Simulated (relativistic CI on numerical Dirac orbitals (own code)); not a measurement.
**Nd: calculation against measurement**

Calculated at this level of theory: Dirac-Coulomb-Breit CI, KLI orbitals optimised for each configuration, QED by a radiative potential, valence Slater integrals scaled by 0.85, configuration energies shifted to the measured levels that pair with them (semi-empirical) (own radial code, finite nucleus).

Configurations in the expansion (outside the closed core [Xe]): 4f4 6s2, 4f3 6s2 5d, 4f4 6s 5d, 4f3 6s 5d2, 4f4 6s 6p, 4f3 6s2 6p, 4f2 6s2 5d2, 4f4 6p2, 4f3 6s2 7p, 4f3 6s2 8s, 4f3 6s2 8p, 4f4 7s2. Levels of other configurations are missing.

```tsv
Configuration	Term (tabulated)	J	Measured (cm⁻¹)	Computed	Error	Purity (%)
4f4 6s2	5I	4	0.0	0	0	92
4f4 6s2	5I	5	1128.1	1188	60	93
4f4 6s2	5I	6	2366.6	2496	129	93
4f4 6s2	5I	7	3681.7	3885	203	92
4f4 6s2	5I	8	5048.6	5327	278	91
4f3 6s2 5d	5L°	6	6764.2	5674	-1090	88
4f3 6s2 5d	5K°	5	6854.0	5992	-862	87
4f3 6s2 5d	5L°	7	8402.5	7271	-1131	89
4f3 6s2 5d	5K°	6	8411.9	7456	-956	90
4f4 6s 5d	7L	5	8475.4	8217	-258	96
4f3 6s 5d2	7M°	6	8800.4	8799	-1	95
4f3 6s2 5d	5I°	4	9083.8	9300	216	85
4f4 6s 5d	7L	6	9115.1	8904	-211	94
4f3 6s 5d2	7M°	7	9692.3	9680	-13	94
4f4 6s 5d	7K	4	9814.7	9750	-65	96
4f3 6s2 5d	5H°	3	9927.4	10234	307	82
4f4 6s 5d	7L	7	9939.7	9733	-207	93
4f3 6s2 5d	5K°	7	10017.8	9017	-1001	91
4f4 6s2	5F	1	10119.0	10760	641	88
4f3 6s2 5d	5L°	8	10160.6	9005	-1155	90
4f4 6s 5d	7K	5	10376.8	10355	-22	94
4f4 6s2	5F	2	10469.5	11135	665	86
4f3 6s2 5d	5H°	4	10672.6	10862	189	60
4f3 6s 5d2	7M°	8	10784.9	10707	-78	94
4f4 6s 5d	7L	8	10898.0	10691	-207	94
4f4 6s 5d	7K	6	11109.2	11098	-11	92
4f4 6s2	5F	3	11118.5	11839	720	88
4f3 6s2 5d	5K°	8	11704.6	10676	-1029	91
4f4 6s2	5F	4	11866.1	12573	707	80
4f3 6s 5d2	7M°	9	11887.7	11875	-12	94
4f4 6s 5d	7K	7	11918.4	11968	50	91
4f4 6s 5d	7L	9	11959.8	11761	-199	95
4f3 6s2 5d	5L°	9	12162.1	10847	-1315	90
4f3 6s2 5d	5H°	5	12394.3	12455	61	65
4f4 6s2	5F	5	12894.7	13680	786	84
4f4 6s 5d	7K	8	12902.4	12950	48	91
4f3 6s2 5d	5I°	7	12927.2	12993	66	66
4f4 6s 5d	7L	10	13101.4	12921	-181	96
4f4 6s 5d	7K	9	13953.6	14026	72	91
4f4 6s 5d	7L	11	14304.1	14151	-153	97
4f3 6s2 5d	5I°	8	14732.2	14833	101	81
4f4 6s 5d	7K	10	15073.2	15178	105	92
```

Measured levels from NIST Handbook of Basic Atomic Spectroscopic Data (Sansonetti and Martin, J. Phys. Chem. Ref. Data 34, 1559 (2005)); pairs were made by configuration, J and term (by order where the table uses no LS term), so strongly mixed levels may be paired wrongly.

Mean error by configuration (cm⁻¹): 4f4 6s2 466; 4f3 6s2 5d -543; 4f4 6s 5d -88; 4f3 6s 5d2 -26. Over the excited levels the mean absolute error is 380 cm⁻¹ (41 of the 54 excited levels that our extract of the source holds in range could be paired, and the others can miss by more), and the median relative error of those above 1,000 cm⁻¹ is 2.3 %, both after the shifts were fitted to these levels, so that a configuration with one level shows no error.

Configurations whose levels could be paired with our table of measured levels were shifted onto them, all but the ground configuration, by the median error of their levels; single terms can still be off by 1,000 to 2,000 cm⁻¹ or more, and rates follow the energies as ν³ (E1, M1) or ν⁵ (E2). The others borrow a shift and can be off by several thousand cm⁻¹ or more. The fine structure of a lone outer electron comes out too small, for d and f at times inverted, and misplaced configurations move strength between like terms. 41 of the 54 excited levels that our extract of the measured tables holds in this range could be paired (the sources list more); they are missed by 380 cm⁻¹ on average and 1315 at most, after the shifts were fitted to these levels, and levels without a partner can miss by more.

Shifts applied (cm⁻¹): 4f4 6s2 0; 4f3 6s2 5d 7657; 4f4 6s 5d 1174; 4f3 6s 5d2 14135; 4f4 6s 6p 8133.
